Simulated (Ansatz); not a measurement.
**Abstraction of Cl: C2H5ClMg + CF3 → C2H5Mg + CClF3**

Species: C2H5ClMg `C[CH2][Mg][Cl]`, singlet; CF3 (trifluoromethyl radical) `F[C](F)F`, doublet; C2H5Mg `C[CH2][Mg]`, doublet; CClF3 `FC(F)(F)Cl`, singlet. A radical takes Cl: the energy is the difference in strength between the Mg–Cl bond broken and the C–Cl bond made.

Shapes, held fixed at every level: PBE0-D4/def2-TZVP. Programs: Ansatz 0.2.0. The zero-point and thermal change to 298 K, harmonic and unscaled (PBE0-D4/def2-TZVP), is -0.2 kJ/mol.

| level | kind | ΔH(298 K) (kJ/mol) | less CCSD(T)/def2-TZVPP | CPU time (sum over the molecules) |
| --- | --- | --- | --- | --- |
| MP2/def2-TZVPP | perturbation theory | +107.3 | -1.6 | – |
| HF/def2-TZVPP | Hartree–Fock | +150.5 | +41.6 | – |
| r2SCAN-D4/def2-TZVPP | meta-GGA | +114.5 | +5.6 | 36 s |
| B3LYP-D4/def2-TZVPP | global hybrid | +110.1 | +1.2 | 25 s |
| PBE0-D4/def2-TZVPP | global hybrid | +100.8 | -8.1 | 18 s |
| wB97M-V/def2-TZVPP | range-separated hybrid | +108.1 | -0.8 | 67 s |
| B2PLYP/def2-TZVPP | double hybrid | +118.6 | +9.7 | 32 s |
| CCSD(T)/def2-TZVPP | coupled cluster or CI | +108.9 | 0.0 | 7 min |

The highest level, CCSD(T)/def2-TZVPP, gives ΔH(298 K) = +108.9 kJ/mol; the levels span +100.8 to +150.5. The column of differences is taken from that level and isn't an error. No measured value is set beside it here. Open shells run unrestricted. Outer-core shells of Mg are correlated, in sets that cover them unevenly. Times are processor times on shared x86 and Arm servers, and rough.
